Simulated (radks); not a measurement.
Dipole-allowed excitations along the series with 54 electrons in [Xe]. Method: scalar-relativistic Kohn-Sham, exchange-only LDA, spin-polarised, spherical densities, finite nucleus; Fermi nuclear charge, rms radius of each element as measured or else 0.836 A^(1/3) + 0.57 fm; computed with a radial shooting solver on a logarithmic mesh with Libxc functionals. Time-dependent linear response with the Hartree and adiabatic exchange-only LDA kernel, continuum included through the Sternheimer equations, no spin-orbit coupling, so fine structure and intercombination lines are absent. Lines are the poles of the dipole polarisability below minus the highest occupied eigenvalue, found on a grid refined at the orbital gaps; the lowest seven at most are given, and weak or close lines can be missed. The first line takes the name of the lowest orbital gap if no other gap lies below it; otherwise a line is named after a gap within 0.6 % of it, if that gap stands alone.

| species | -e(HOMO) (eV) | lowest orbital gap (eV) | first line (eV) | f | strongest line (eV) | its f | static alpha (bohr^3) |
|---|---|---|---|---|---|---|---|
| La3+ | 43.376 | 5p-5d 21.174 | 23.982 (5p-6s) | 0.220 | 25.831 (unassigned) | 5.57 | 7.810 |
| Ce4+ | 58.631 | 5p-5d 24.443 | 29.811 (unassigned) | 1.81 | 30.532 (unassigned) | 4.50 | 5.879 |
| Pr5+ | 75.306 | 5p-5d 27.621 | 34.049 (5p-5d) | 5.02 | the first | 5.02 | 4.594 |
